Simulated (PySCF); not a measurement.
Working out the ionisation energy of Zn

Zn [Ar] 3d10 4s2 (1S) → Zn⁺ [Ar] 3d10 4s1 (2S). All numbers are calculated (PySCF 2.14, the spin-free X2C one-electron Hamiltonian (Gaussian nucleus), in aug-cc-pVTZ-DK). Frozen: [Ar]. Energies in hartree (1 hartree = 27.21139 eV):

```tsv
part	Zn (lower)	Zn⁺ (upper)
UHF	-1794.266497	-1793.980591
CCSD correlation	-0.489334	-0.437382
(T)	-0.018854	-0.013780
```

What does Hartree-Fock give?

(-1793.980591) − (-1794.266497) = 0.285906 hartree = 7.780 eV.

What do CCSD and CCSD(T) give?

The CCSD correlation energies differ by 0.051952 hartree = 1.414 eV and the triples by 0.005074 hartree = 0.138 eV, so CCSD gives 9.194 eV and CCSD(T) 9.332 eV.

Measured between the centres of the two terms (NIST): 9.394 eV, so CCSD(T) (valence) is off by -0.062 eV.

What remains against the reference includes basis incompleteness, the frozen core and higher excitations.
